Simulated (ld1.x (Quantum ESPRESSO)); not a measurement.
barium (Ba): one change to a TM potential, before and after

ld1.x (Quantum ESPRESSO) 7.5 input, shortened:

```
&input
   title='Ba', zed=56., rel=2, dft='PBESOL', iswitch=3,
   config='[Xe] 5d0 6s2 6p0', rel_dist='average'
 /
 &inputp
   pseudotype=2, tm=.true., lloc=0,
   nlcc=.true., new_core_ps=.true., rcore=1.45
 /
3
5P  2  1   6.00   0.00  2.90  2.90  0.0
5D  3  2   0.00   0.00  2.60  2.60  0.0
6S  1  0   2.00   0.00  3.75  3.75  0.0
 &test
   configts(1)='5p6 5d0 6s2 6p0'
 /
```

Open shells are filled in proportion to 2j + 1 (rel_dist='average').

Change: local potential the p channel.

Cutoffs: the cutoffs (Ry, on a coarse ladder) from which the occupation-weighted sum of valence levels, in a spherical-Bessel basis at the reference potential, stays within 10 and 1 mRy of its value at 400 Ry; they do not see the model core or the augmentation charge, which bear on the density cutoff. Errors are all-electron minus pseudo energies relative to the spin-unpolarised reference configuration.

Q: What does the change do?

A: The potential gets neither clearly harder nor softer (10 Ry and 18 Ry → 10 Ry and 18 Ry); a bound ghost appears in p, s, which as a rule spoils a file; the miss of the reference levels goes from 0.00 to 1.42 eV; the number of tests that count goes from 7 to 3; of the 3 tests that both files solve, the error grows in 0 and shrinks in 3 by more than 15 % and 0.3 meV (median size 2.8 → 0.5 meV). In the separable form a ghost depends on how the local part lies against the semilocal potential of the channel, so the choice of the local part can create or remove one. In the changed file the local p channel has no projectors, so it cannot carry the spin–orbit splitting, and the file is wrong for that shell.

```tsv
quantity	base	changed
cutoff, loose	10 Ry	10 Ry
cutoff, tight	18 Ry	18 Ry
bound ghosts	none	p1/2 (extra level of the local part), s
largest miss of a reference level, eV	0.00	1.42
tests counted (converged, no solver errors)	7 of 7	3 of 7
error for 5p6 5d0 6s1 6p0, meV [ΔE 5.38 eV]	+2.8	+0.5
error for 5p6 5d0 6s0 6p0, meV [ΔE 15.27 eV]	-5.2	-0.8
error for 5p6 5d0 6s1.5 6p0, meV [ΔE 2.15 eV]	+0.7	0.0
s: phases at 4.03 bohr within 0.05 rad from the reference energy up to (Ry; the scan ends near 5)	0.9	1.3
p1/2: phases at 4.03 bohr within 0.05 rad from the reference energy up to (Ry; the scan ends near 5)	-0.5	n/a
p3/2: phases at 4.03 bohr within 0.05 rad from the reference energy up to (Ry; the scan ends near 5)	-0.4	n/a
d3/2: phases at 4.03 bohr within 0.05 rad from the reference energy up to (Ry; the scan ends near 5)	0.7	1.1
d5/2: phases at 4.03 bohr within 0.05 rad from the reference energy up to (Ry; the scan ends near 5)	0.7	1.1
```

Changed file: Tests not counted: 5p6 5d0 6s0 6p2 (solver errors, printed error -6.8 eV); 5p6 5d0 6s0 6p1 (solver errors, printed error -1.8 eV); 5p6 5d0 6s1 6p1 (solver errors, printed error -1.6 eV); 5p5 5d0 6s2 6p0 (solver errors, printed error -6.8 eV). A true bound ghost makes a file unfit for plane-wave use even where its test errors are small: the radial tests pick states by their node count and pass the ghost by. Where a test does run into it, the solver fails or the error is huge.
